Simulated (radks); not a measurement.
Task: The platinum ion Pt2+, configuration [Xe] 4f14 5d8 (the NIST ground configuration). Method: scalar-relativistic Kohn-Sham, LDA (Slater exchange, Perdew-Wang correlation), spin-polarised, spherical densities, finite nucleus; open shells are filled with parallel spins first (spin-orbit coupling, left out, can overturn this in heavy ions); Fermi nuclear charge, rms radius 5.427 fm; computed with a radial shooting solver on a logarithmic mesh with Libxc functionals. Some entries of the table are withheld. Estimate them.

| orbital | occ. | eigenvalue (Ry) | <1/r> (bohr^-1) | <r^2> (bohr^2) |
|---|---|---|---|---|
| 1s up | 1 | -5758.933 | 93.83 | 0.0004067 |
| 1s down | 1 | -5758.933 | 93.83 | 0.0004067 |
| 2s up | 1 | -1013.155 | 22.00 | 0.006210 |
| 2s down | 1 | -1013.145 | 22.00 | 0.006210 |
| 2p up | 3 | -878.9263 | 19.66 | 0.005204 |
| 2p down | 3 | -878.9181 | 19.66 | 0.005204 |
| 3s up | 1 | -239.1462 | 8.153 | 0.04011 |
| 3s down | 1 | -239.1412 | 8.153 | 0.04011 |
| 3p up | 3 | -200.0373 | 7.461 | 0.04110 |
| 3p down | 3 | -200.0320 | 7.461 | 0.04110 |
| 3d up | 5 | -157.4615 | 7.030 | 0.03403 |
| 3d down | 5 | -157.4539 | 7.030 | 0.03403 |
| 4s up | 1 | -52.55660 | 3.492 | 0.1948 |
| 4s down | 1 | -52.54631 | 3.492 | 0.1948 |
| 4p up | 3 | -39.72003 | 3.157 | 0.2223 |
| 4p down | 3 | -39.70967 | 3.157 | 0.2223 |
| 4d up | 5 | -24.10251 | 2.826 | 0.2538 |
| 4d down | 5 | -24.09024 | 2.826 | 0.2537 |
| 5s up | 1 | -9.08035 | 1.421 | (1) |
| 5s down | 1 | -9.01260 | 1.425 | (2) |
| 4f up | 7 | -6.73823 | 2.389 | 0.3251 |
| 4f down | 7 | -6.72059 | 2.392 | 0.3237 |
| 5p up | 3 | -5.70797 | 1.205 | (3) |
| 5p down | 3 | -5.62690 | 1.208 | (4) |
| 5d up | 5 | (5) | 0.8400 | 2.821 |
| 5d down | 3 | (6) | 0.8367 | 2.868 |

Result: 
(1) 5s up <r^2> (bohr^2): 1.016
(2) 5s down <r^2> (bohr^2): 1.012
(3) 5p up <r^2> (bohr^2): 1.368
(4) 5p down <r^2> (bohr^2): 1.364
(5) 5d up eigenvalue (Ry): -1.96360
(6) 5d down eigenvalue (Ry): -1.87655
